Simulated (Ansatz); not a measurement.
`ClBB[SeH]`, charge 0, multiplicity 1.

(1) Give a relaxed structure at PBE0-D4/def2-TZVP (the Gaussian-basis code of Ansatz). (Best estimate.)

## Answers

(1) The calculation gave: 
Z-matrix (Å, degrees):
```
B
B 1 1.665
Cl 1 1.749 2 119.6
H 1 1.196 2 124.7 3 -178.3
Se 2 1.905 1 120.7 3 -88.3
H 2 1.195 1 121.7 3 92.3
H 5 1.470 2 97.7 1 -179.6
```
